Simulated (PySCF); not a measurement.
An unknown shows these calculated signals:

¹H NMR (400 MHz, computed): δ 4.49 (m, 2H), 4.21 (m, 6H), 3.17 (m, 2H).

¹³C{¹H} NMR (computed): δ 32.7 (CH2).

One computed conformer, non-relativistic, one averaged value for each set of equivalent atoms, no solvent. Geometry: GFN2-xTB; GIAO PBE0/pcSseg-1 shieldings; PySCF.

Shifts are taken against calculated references (same method and geometry level): TMS for ¹H and ¹³C.

Which of these does the molecule contain: a Si–CH3 group, a benzene ring, an N-methyl group, a Si–H bond?

Results:


- A Si–CH3 group: no.
- A benzene ring: no.
- An N-methyl group: no.
- A Si–H bond: yes (δH 4.21 (m)).

The data belong to SMILES [SiH3]P([SiH3])[SiH2]CCl, CH$_{10}$ClPSi$_{3}$; they needn't prove each group on their own.

Carbon signals by region: 1 below 50 ppm.

Carbons that carry Cl, above all several Cl atoms, come out too deshielded, partly because spin–orbit coupling is missing. Splittings by ³¹P in the carbon and heteronuclear signals aren't shown, as no couplings were computed. Shifts are as computed. Against solution values, carbons near 30 ppm lie about +3 ppm off and those near 130 ppm about +5 ppm; carbons on Cl a further +6 ppm. Of 1313 compounds with measured shifts, 239 miss one by over three times the rms of a fit or turn the order of signals round; such compounds aren't used in these exercises. Multiplicities follow the n + 1 count of equivalent neighbours, as no J values were calculated; m marks all less simple cases, F and P coupling included.
